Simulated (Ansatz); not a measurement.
Geometry optimisation, Ansatz 0.2.0, RKS BLYP-D4/def2-SVP.

Input file:

```yaml
crystal:
  periodic: [false, false, false]
  atoms:
    - { symbol: B, position_ang: [0.025448, -0.447564, -0.13774] }
    - { symbol: Cl, position_ang: [0.038838, -1.267408, 1.514667] }
    - { symbol: O, position_ang: [1.160693, -0.401367, -0.883924] }
    - { symbol: H, position_ang: [1.912754, -0.84989, -0.457308] }
    - { symbol: O, position_ang: [-1.124684, 0.068322, -0.643653] }
    - { symbol: H, position_ang: [-1.874056, 0.044389, -0.022206] }
    - { symbol: P, position_ang: [-0.210851, 2.4713, 0.94459] }
    - { symbol: H, position_ang: [0.572675, 3.334654, 1.797956] }
    - { symbol: H, position_ang: [0.860567, 2.315715, 0.000799] }
    - { symbol: H, position_ang: [0.158516, 1.30135, 1.67412] }
basis:
  gaussian: { orbitals: def2-SVP }
hamiltonian:
  xc: blyp
  dispersion: d4
relax:
  f_tol: 0.03
  max_steps: 50
output:
  orbitals: {}
```

Launched with:

```bash
$ ansatz run input.yaml --threads 2 --pin off --max-ram 3072MiB --backend cpu --events-out ev --progress --plain --runs-dir out
```

Question: Where does it end, and by what steps?

Answer: The forces met the threshold. The force dipped under the threshold on the way, but the program's further checks kept it going. After 42 steps the energy has fallen by 0.257 eV; Cl2 moved furthest, 1.99 Å.

```
step  energy less start (eV)  largest force component (eV/Å)  accepted
   0                  0.0000                           0.599       yes
   2                 -0.1099                           0.289       yes
   4                 -0.1187                           0.097       yes
   6                 -0.1216                           0.067       yes
   8                 -0.1230                           0.026       yes
  10                 -0.1247                           0.149       yes
  12                 -0.1284                           0.203       yes
  14                 -0.1333                           0.335       yes
  16                 -0.1462                           0.244       yes
  18                 -0.1544                           0.093       yes
  20                 -0.1625                           0.310       yes
  22                 -0.1780                           0.048       yes
  24                 -0.1874                           0.304       yes
  26                 -0.2075                           0.159       yes
  28                 -0.2179                           0.173       yes
  30                 -0.2259                           0.221       yes
  32                 -0.2338                           0.201       yes
  34                 -0.2411                           0.320       yes
  36                 -0.2548                           0.035       yes
  38                 -0.2547                           0.058        no
  40                 -0.2561                           0.079       yes
  42                 -0.2569                           0.007       yes
```

```xyz
10
Properties=species:S:1:pos:R:3
B 0.236 -0.873 -0.472
Cl 1.572 -0.330 0.660
O 0.343 -2.082 -1.093
H 1.162 -2.554 -0.858
O -0.845 -0.095 -0.695
H -0.834 0.757 -0.199
P -0.281 2.588 1.239
H -0.872 3.841 1.628
H 1.021 3.140 0.997
H 0.018 2.176 2.581
```

Whether the end is a true minimum wasn't checked by a vibrational analysis.

Time of the run: 93 s on 2 threads of Arm Neoverse V1, on a shared host, peak memory 0.15 GiB.
